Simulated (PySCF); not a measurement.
Compound: C₆H₇S₂ (charge -1).
Bonds: C1–C2, C2–C3, C3–C4 (aromatic), C4–C5 (aromatic), C5–S6 (aromatic), S6–C7 (aromatic), C7–S8, C3–C7 (aromatic). Hydrogens: H9, H10, H11 on C1; H12, H13 on C2; H14 on C4; H15 on C5.

Structure optimised with GFN2-xTB, isolated species.

Problem. What internal coordinates does the optimisation give?

Solution. 
```json
{"bond": "C1–C2", "length (Å)": "1.530"}
{"bond": "C2–C3", "length (Å)": "1.498"}
{"bond": "C3–C4", "length (Å)": "1.409"}
{"bond": "C4–C5", "length (Å)": "1.357"}
{"bond": "C5–S6", "length (Å)": "1.737"}
{"bond": "S6–C7", "length (Å)": "1.784"}
{"bond": "C7–S8", "length (Å)": "1.679"}
{"bond": "C3–C7", "length (Å)": "1.381"}
{"bond": "C1–H9, C1–H10, C1–H11", "length (Å)": "1.089"}
{"bond": "C2–H12, C2–H13", "length (Å)": "1.095"}
{"bond": "C4–H14", "length (Å)": "1.081"}
{"bond": "C5–H15", "length (Å)": "1.073"}
```

Bonds in one row agree within 0.01 Å and their mean is given. A selection of angles:
```json
{"angle": "C1–C2–C3", "degrees": "111.4"}
{"angle": "C2–C3–C4", "degrees": "124.0"}
{"angle": "C2–C3–C7", "degrees": "122.2"}
{"angle": "C4–C3–C7", "degrees": "113.7"}
{"angle": "C3–C4–C5", "degrees": "114.2"}
{"angle": "C4–C5–S6", "degrees": "111.4"}
{"angle": "C5–S6–C7", "degrees": "91.5"}
{"angle": "S6–C7–S8", "degrees": "122.4"}
{"angle": "C3–C7–S6", "degrees": "109.2"}
{"angle": "C3–C7–S8", "degrees": "128.4"}
```

Torsions: C1–C2–C3–C4 -89° (synclinal). The mirror-image conformer, all signs reversed, is as good.

The 5-membered ring C3–C4–C5–S6–C7 has internal angles of 91.5° to 114.2°; it is planar, 0.00 Å rms from its mean plane, widest ring torsion 0°. C5 (aromatic CH next to a ring sulfur) is planar (angles 129.5°, 119.1° and 111.4°, sum 360.0°, 0.00 Å off the plane of its three neighbours). C3 (substituted aromatic carbon) is planar (angles 124.0°, 122.2° and 113.7°, sum 360.0°, 0.01 Å off the plane of its three neighbours). C7 (substituted aromatic carbon) is planar (angles 128.4°, 122.4° and 109.2°, sum 360.0°, 0.00 Å off the plane of its three neighbours). Of the pairs four or more bonds apart, S8···H12 is among the closest relative to their van der Waals radii: 2.79 Å, 93 % of the sum of Bondi's values. The C–S distances run from 1.679 Å (C7–S8, drawn single) to 1.784 Å (S6–C7, aromatic), a spread of 0.105 Å. C4 (aromatic CH carbon) is planar (angles 123.0°, 122.8° and 114.2°, sum 360.0°, 0.00 Å off the plane of its three neighbours).

Point group: C1 (no symmetry element, even within 0.4 Å). Not checked by GFN2-xTB frequencies.

The numbers are calculated, not measured.
